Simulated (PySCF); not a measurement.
Harmonic spectrum computed at PBE0 in the def2-TZVP basis family (core potentials from Rb on, PySCF, no spin–orbit coupling):

```tsv
ω (cm⁻¹)	IR (km/mol)
104	1.6
212	35.5
461	35.0
```

Which molecule gave it? In each, all ligands are bound to the one heavy central atom.
A. SbSBr (singlet)
B. TlSBr (singlet)
C. LaSBr (singlet)
D. InSBr (singlet)
E. BiSBr (singlet)

E. It has Cs symmetry with Bi–Br 2.618 Å, Bi–S 2.281 Å.
